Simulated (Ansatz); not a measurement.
Reaction (germylene formation by 1,1-elimination): `[OH][GeH2][SiH3]` → `[GeH2]` + `O[SiH3]`

Computed with Ansatz on PBE0-D4/def2-TZVP structures; ΔE is electronic, products minus reactants. CCSD(T)/CBS adds triple-zeta CCSD(T) − MP2 to the extrapolated MP2 energy (def2 sets, frozen cores). DFT in def2-TZVPP. HSE06 is defined as in plane-wave codes. For Ge outer-core shells are correlated without core-valence functions, which leaves a few kJ/mol of doubt a bond. Scalar relativity is left out up to krypton. One conformer a species, not always the lowest.

| level | ΔE (kJ/mol) |
| --- | --- |
| B2PLYP | 107.2 |
| HSE06 | 126.5 |

Question: What does CCSD(T)/CBS give? (Estimate.)

Answer: Ansatz gave: +116.1 kJ/mol. The listed levels differ from it by -8.9, 10.4 kJ/mol.

Largest T1 diagnostic among the species: 0.012.

The D4 term adds +11.2 kJ/mol with B3LYP and +6.1 kJ/mol with PBE0; it sums over pairs of atoms, weighted by their polarisabilities, and B3LYP, whose exchange is more repulsive, gets the larger term. From BLYP to BHLYP (50 % exact exchange), in def2-TZVPP and without D4, ΔE moves by +12.8 kJ/mol. Leaving LDA and LC-ωPBE aside and taking each functional with its dispersion term where it has one, the values, not all of them listed here, spread over 38.0 kJ/mol, from BLYP-D4 to PBE-QIDH. LDA lies +35.2 kJ/mol from PBE without D4.

B3LYP here is the variant with VWN-RPA as its local correlation; programs differ in this.
